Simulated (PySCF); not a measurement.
# Nuclear quadrupole coupling in `CCC(C)(C)[P@@H](=S)CO`

Compound: C6H15OPS.
Atom-mapped SMILES: `[CH3:1][CH2:2][C:3]([CH3:4])([CH3:5])[P@@H:6](=[S:7])[CH2:8][OH:9]` (hydrogens: H10, H11, H12 on C1; H13, H14 on C2; H15, H16, H17 on C4; H18, H19, H20 on C5; H21 on P6; H22, H23 on C8; H24 on O9)

Cartesian coordinates in Å at the GFN2-xTB level; atoms count from 1:
```xyz
24
C6H15OPS angstrom
C     -1.3080    1.2598   -1.0571
C     -1.1334   -0.1868   -0.6132
C     -0.5605   -0.3786    0.7958
C     -1.4520    0.2253    1.8789
C     -0.3553   -1.8689    1.0655
P      1.1127    0.4329    1.0219
S      2.0638    0.0221    2.6565
C      2.1797    0.0921   -0.4688
O      3.3969    0.7489   -0.2885
H     -0.3528    1.7794   -1.0906
H     -1.9764    1.7992   -0.3917
H     -1.7376    1.2845   -2.0561
H     -2.1068   -0.6851   -0.6401
H     -0.4867   -0.7028   -1.3280
H     -1.0467   -0.0092    2.8629
H     -2.4597   -0.1816    1.8151
H     -1.5068    1.3094    1.7868
H     -1.3151   -2.3809    1.1043
H      0.2470   -2.3298    0.2827
H      0.1508   -2.0144    2.0199
H      0.8462    1.7964    0.8680
H      1.7350    0.4848   -1.3858
H      2.3112   -0.9994   -0.5647
H      3.7426    0.5222    0.5908
```

Field gradients from the PBE0/pcSseg-1 density (PySCF, non-relativistic), principal values in atomic units, ordered |Vxx| ≤ |Vyy| ≤ |Vzz|:

| atom | Vxx | Vyy | Vzz |
| --- | --- | --- | --- |
| S7 | -0.9366 | -1.3298 | 2.2664 |
| O9 | 0.0524 | 1.9018 | -1.9541 |

Problem. Find the asymmetry η = (Vxx − Vyy)/Vzz and the couplings χ = eQV/h (234.96 MHz × Q in barn × V in au), with Q(33S) = −0.0678 b, Q(17O) = −0.0256 b.

Solution. 
```csv
atom,environment,nucleus,η,χzz (MHz),χxx (MHz),χyy (MHz)
S7,sulfur bonded to P,33S,0.17,-36.11,14.92,21.18
O9,alcohol oxygen,17O,0.95,11.75,-0.31,-11.44
```

At O9 η is above 0.9: Vyy and Vzz are nearly equal in size and opposite in sign, so a small change could swap them and flip the sign of χzz. The tensor is traceless: Vxx + Vyy + Vzz = 0.

Problem. What is Vzz at O9 in SI units (1 au = 9.71736 × 10²¹ V/m²)?

Solution. -1.9541 au = -18.989 × 10²¹ V/m².

Were the hydrogens deuterons (Q(2H) = 0.00286 b), χzz would run from 126 kHz (H21) to 283 kHz (H24).

Isolated species at its GFN2-xTB geometry (one conformer only). GFN2-xTB bond lengths can be off by several hundredths of an ångström, more for odd bonds, and the gradients follow them. With so small a basis the couplings can be 20 % off.

The run behind these numbers computed NMR shieldings as well. The run took about 2.5 min of CPU time (one thread, shared machine).
